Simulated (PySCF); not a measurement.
Rh³²⁺: ionisation energy

Rh³²⁺ [Ne] 3s2 3p1 (2P) → Rh³³⁺ [Ne] 3s2 (1S), as a difference of total energies. Computed with PySCF 2.14 in an uncontracted even-tempered set (18 s from 4.4 bohr⁻², ratio 2.5; 12 p from 5.7 bohr⁻², ratio 2.5; 5 d from 24 bohr⁻², ratio 2.7; 4 f from 36 bohr⁻², ratio 2.7), with the spin-free X2C one-electron Hamiltonian (Gaussian nucleus). Correlated levels: outer shells: 1s2 frozen; virtual orbitals above 40 to 60 times the deepest correlated orbital energy dropped. The calculations carry no spin-orbit coupling.

```json
{"method": "UHF", "ionisation energy (eV)": "1896.7"}
{"method": "LDA", "ionisation energy (eV)": "1898.4"}
{"method": "PBE", "ionisation energy (eV)": "1899.1"}
{"method": "PBE0", "ionisation energy (eV)": "1898.8"}
{"method": "r2SCAN", "ionisation energy (eV)": "1898.7"}
{"method": "M06", "ionisation energy (eV)": "1898.5"}
{"method": "TPSSh", "ionisation energy (eV)": "1899.0"}
{"method": "MP2 (outer shells)", "ionisation energy (eV)": "1897.3"}
{"method": "SCS-MP2 (outer shells)", "ionisation energy (eV)": "1897.1"}
```

A first-order spin-orbit estimate (lowest level to lowest level, LS coupling) adds 22.566 eV.

Breit and QED terms and the two-electron picture change are absent.

For comparison: 1903 ± 9 eV (semi-empirical (NIST evaluation); NIST Atomic Spectra Database, ionization energies).
